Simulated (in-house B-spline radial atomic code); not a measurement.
# RPA and G0W0 on TPSS: the molybdenum ion Mo⁶⁺

Configuration [Ar] 3d10 4s2 4p6, mean-field start TPSS. Computed with an all-electron radial atomic-structure program (B-spline basis): all electrons, scalar-relativistic (spin-free one-electron X2C), finite nucleus, each spin shell either full or empty, empty states to l = 9 with an (l + 1/2)⁻⁴ tail; G0W0 by contour deformation at full frequency.

Command:
```bash
python run_gw.py task.json out
```
Settings (radii: box in bohr, nucleus in fm):
```
Z                        42
electrons                36
configuration            [Ar] 3d10 4s2 4p6
hamiltonian              x2c
method                   tpss,tpss
lmax                     9
rms_radius               4.4091
spin_polarised           False
box_radius               9.29
intervals                67
```

Cost of the run: 0.9 s on 1 thread of AMD EPYC 9R45 96-Core Processor, on a shared host.

Energies (hartree):

```
                                     term        value
                         mean-field total  -4040.37965
Hartree-Fock functional on these orbitals  -4038.59338
                      direct second order      -3.1064
                    second-order exchange      0.89002
                         SOSEX correction       0.8321
```

What is the RPA correlation energy, and what remains with SOSEX?

RPA gives -2.7673 hartree (-2.09 eV per electron); RPA + SOSEX gives -1.9352, and the second-order doubles -2.2164 hartree (no singles). SOSEX takes back 30 % of the RPA value.

Quasi-particle levels (eV):

```
level  occupied  mean field  Σx - vxc     Σc  QP weight     G0W0
   4p       yes     -117.44     -8.62      ?          ?        ?
   3d       yes     -306.65    -29.23   7.40      0.882  -328.48
   4d        no      -76.09      9.43  -2.43      0.969   -69.08
```

G0W0 = mean field + (Σx - vxc) + Σc, with Σc (partial-wave tail included) taken at the quasi-particle energy. Only the outer levels were computed. Levels of low weight are left out.

Where does G0W0 put 4p?

At -126.75 eV, with Σc = -0.69 eV and a quasi-particle weight of 0.958. The tabulated removal energy is 125.638 ± 0.025 eV (NIST, semi-empirical); the calculation leaves out spin-orbit coupling, Breit and QED terms, and what these don't explain is the method's own error.
